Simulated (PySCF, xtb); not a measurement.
C4H9FSi, SMILES C[C@H]1C[C@@]1(F)[SiH3].

GFN2-xTB (xtb) at its own geometry gives an orbital gap of 5.56 eV and a dipole moment of 2.27 D.

The structure is a stationary point at PBE-D3(BJ)/def2-SVP. The structure was generated by enumeration; whether it is a known compound was not checked.

Task: What does PBE0/def2-TZVP run with PySCF give? (An estimate is asked for; the answer gives what the named calculation found.)

Result: gap 8.56 eV (levels -7.87 and 0.68 eV), dipole 1.80 D.
